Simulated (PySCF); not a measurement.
**Correlation energy of P(2+) (phosphorus, charge +2)**

[Ne] 3s2 3p1, 2P determinant. Calculation: PySCF 2.14, in cc-pVDZ-DK (4s3p1d, 18 functions); the spin-free X2C one-electron Hamiltonian (Gaussian nucleus). Frozen: [Ne]; 3 electrons correlated.

MP2 pair energies summed by pair of shells (mhartree):

| pair | energy | share (%) |
| --- | --- | --- |
| 3s-3s | -22.21 | 58.1 |
| 3s-3p | -16.02 | 41.9 |

Total MP2 correlation energy: -38.23 mhartree.

Same-spin part -2.31 and opposite-spin part -35.92 mhartree; SCS-MP2 scales them by 1/3 and 6/5 to -43.87 mhartree.

```
  level  correlation energy (mhartree)
   CCSD                         -57.83
    (T)                          -0.59
CCSD(T)                         -58.42
```

Diagnostics: T1 = 0.0098, D1 = 0.0233, largest double amplitude 0.110.

Cost of the coupled-cluster step: 0.08 s of wall time on 1 thread of Neoverse-V1 (shared host), for 3 correlated electrons.
